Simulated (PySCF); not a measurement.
## Computed properties of Te(OSiH3)2 (H6O2Si2Te), SMILES [SiH3]O[Te]O[SiH3]

Te(OSiH3)2 (H6O2Si2Te), SMILES [Te](O[SiH3])O[SiH3]. Geometry: B3LYP-D3(BJ)/def2-SVP. The structure was generated by enumeration, and PubChem lists no compound with its InChIKey, so it may never have been made. The def2 effective core potentials stand for the cores of Te; spin–orbit coupling is left out. One conformer was computed; it need not be the lowest. All values are computed for the isolated molecule unless a solvent is named; none is compared with measurement here.

**Structure.** All 27 harmonic modes at B3LYP-D3(BJ)/def2-SVP (PySCF) are real, so it is a minimum. With heavy atoms numbered as in [Te:1]([O:2][SiH3:3])[O:7][SiH3:8], the shortest bond between them is O2–Si3 at 1.680 Å and the longest Te1–O7 at 1.999 Å.

**Vibrations.** The strongest infrared lines (harmonic, unscaled, degenerate partners summed) lie at 866 cm⁻¹ (438 km/mol, O 66 %, Si 30 %), 1005 cm⁻¹ (420 km/mol, H 91 %, Si 9 %), 927 cm⁻¹ (260 km/mol, O 72 %, Si 21 %). The softest mode is at 31 cm⁻¹ and the zero-point energy is 36.6 kcal/mol.

**Electronic structure.** HF/def2-TZVP (PySCF) places the frontier levels at -8.88 and 1.17 eV, a gap of 10.05 eV, and gives a dipole moment of 1.86 D and a mean polarisability of 85.3 bohr³. PBE/def2-TZVP (PySCF) at the same geometry gives -5.17 and -2.98 eV, so its gap is 7.86 eV narrower. An orbital gap is neither the optical nor the fundamental gap.

**Excitations.** TDA-M06-2X/def2-SVPD (PySCF) has S1 at 2.78 eV (446 nm, f = 0.001, dark); the most intense of the 10 singlets computed lies at 5.57 eV (f = 0.07). T1 (TDA) is at 2.07 eV, 0.71 eV under S1. TDA-PBE/def2-SVPD (PySCF) puts S1 at 2.51 eV.
